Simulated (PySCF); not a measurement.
Sn(F)(Cl), SMILES [Cl][Sn][F], PBE0/def2-SVP optimised geometry.

```
3

Sn    -1.07    -0.97     0.00
F     -1.32     0.97     0.00
Cl     1.32    -0.97     0.00
```

Density from PBE0/def2-TZVP, def2 effective core potentials past Kr (PySCF 2.14.0) at that geometry. The core electrons that the potentials of Sn replace are not part of the density.

Minimum of the electron density along straight lines between bonded atoms, close to the bond critical point (lines longer than 1.1 times the sum of covalent radii, or with two minima, are not listed):

```
bond     length / Å  ρ at the minimum / e bohr⁻³  ∇²ρ there / e bohr⁻⁵  position (fraction from the first atom)
-------  ----------  ---------------------------  --------------------  ---------------------------------------
Sn1–F2        1.953                        0.113                  0.55                                     0.52
Sn1–Cl3       2.386                        0.080                  0.17                                     0.47
```
